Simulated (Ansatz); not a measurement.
Total energies of Li₁₂F₁₂ (relaxed from a model of 2x2x6 LiF rock-salt block, whose bonding it doesn't keep) from Ansatz at PBE0-D4/def2-SVP, gas phase (1 Eh = 27.2114 eV = 2625.5 kJ/mol). The reference geometry is relaxed at PBE-D4/def2-SVP.

Cartesian coordinates in Å:
```
Li -2.061 1.634 3.295
F -2.378 1.570 1.535
Li -1.523 0.383 0.482
F -1.188 -0.230 -1.230
Li -1.283 -1.515 -2.479
F -0.410 -1.556 -4.035
F -1.112 0.403 4.179
Li -0.185 -0.671 3.098
F -0.486 -0.955 1.352
Li 0.048 -1.616 -0.289
F -0.246 -2.786 -1.629
Li 0.728 -2.730 -3.130
F -0.675 2.882 3.179
Li -0.913 2.689 1.422
F 0.083 1.696 0.307
Li 0.347 0.891 -1.336
F 1.332 0.790 -2.842
Li 1.019 -0.481 -4.063
Li 0.314 1.577 3.898
F 1.292 0.426 2.937
Li 1.128 0.343 1.143
F 1.591 -0.511 -0.430
Li 2.380 -0.503 -2.041
F 2.197 -1.729 -3.324
```

| state | geometry | energy (Eh) |
| --- | --- | --- |
| charge 0 singlet | reference | -1287.77326 |
| charge 1 doublet | reference | -1287.37066 |
| charge 1 doublet | relaxed at PBE-D4/def2-SVP | -1287.38061 |
| charge -1 doublet | reference | -1287.75950 |
| free Li atom (doublet) | – | -7.45943 |
| free F atom (doublet) | – | -99.54906 |

Problem. Work out the vertical ionisation energy to the doublet.

Solution. E(charge 1 doublet) − E(charge 0 singlet) = -1287.37066 − (-1287.77326) = 0.40260 Eh = 10.96 eV. For comparison, −ε of the highest occupied level is 9.45 eV at this level, 1.51 eV less.

Problem. Work out the vertical electron affinity, to the doublet.

Solution. E(charge 0 singlet) − E(charge -1 doublet) = -1287.77326 − (-1287.75950) = -0.01376 Eh = -0.37 eV; negative, so the extra electron isn't bound. The basis lacks diffuse functions, which makes affinities too small.

Problem. Give the fundamental gap IE − EA, the Mulliken electronegativity (IE + EA)/2 and the hardness (IE − EA)/2.

Solution. From the values in Eh: IE − EA = 0.40260 − (-0.01376) = 0.41636 Eh = 11.33 eV; (IE + EA)/2 = 5.29 eV; (IE − EA)/2 = 5.66 eV. The HOMO–LUMO gap of the same run is 9.19 eV, 2.14 eV smaller than the fundamental gap.

Problem. How much does the charge 1 doublet relax, and what is the adiabatic ionisation energy?

Solution. Relaxation: -1287.37066 − (-1287.38061) = 0.00995 Eh = 0.27 eV. Adiabatic ionisation energy: 0.39265 Eh = 10.68 eV, without zero-point energy. 

Problem. What is the binding energy per atom against free atoms?

Solution. Atoms: 12 × (-7.45943) + 12 × (-99.54906) = -1284.10188 Eh. Binding: -1284.10188 − (-1287.77326) = 3.67138 Eh = 99.90 eV, or 4.16 eV for each of 24 atoms (no zero-point energy, no counterpoise term).

At PBE0-D4/def2-SVP the highest occupied level of the charge -1 doublet lies above zero (up to 1.08 eV). By energy differences it is unbound by 0.37 eV (vertical, against the charge 0 singlet, at PBE0-D4/def2-SVP) and held by the finite basis.
